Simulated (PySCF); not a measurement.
Method: M06-2X/def2-TZVP // PBE0-D3(BJ)/def2-TZVP (PySCF). Gas-phase values, no solvent. 

Reference species (SMILES): `[F][Al][Br]` (neutral, multiplicity 2).

| Item | Result |
|---|---|
| dipole moment | 1.86 D |

Changed species: `[F][Al][F]` (radical fragment; the reference has radical fragment).

**Question.** Give the shifts of the dipole moment.

**Answer.** the dipole moment rises by 0.17 D, to 2.03 D.
